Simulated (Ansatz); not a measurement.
Reaction (cleavage of the Si–Si bond): `N[SiH2][SiH2][SiH3]` + `S[SiH]1CO1` → `[SiH3]S[SiH]1CO1` + `N[SiH2][SiH3]`

Program: Ansatz. Geometries: PBE0-D4/def2-TZVP. ΔE: electronic, gas phase. CCSD(T)/CBS is the MP2 limit (def2-TZVPP, def2-QZVPP) plus CCSD(T) − MP2 in def2-TZVPP, frozen cores. This one scheme is used for every species. Functionals use def2-TZVPP. B3LYP here is the variant with VWN-RPA as its local correlation; programs differ in this. Each species was taken in one conformer, which may not be the lowest.

| level | ΔE (kJ/mol) |
| --- | --- |
| B3LYP-D4 | -51.2 |
| MP2/def2-TZVPP | -60.5 |
| CCSD/def2-TZVPP | -51.4 |
| CCSD(T)/def2-TZVPP | -51.2 |

Problem. What does CCSD(T)/CBS give? (Estimate.)

Solution. The calculation gave: -53.5 kJ/mol. The listed levels differ from it by 2.3, -7.0, 2.1, 2.3 kJ/mol.

Largest T1 diagnostic among the species: 0.013.

From PBE to PBE0 (25 % exact exchange), in def2-TZVPP and without D4, ΔE moves by −4.0 kJ/mol.
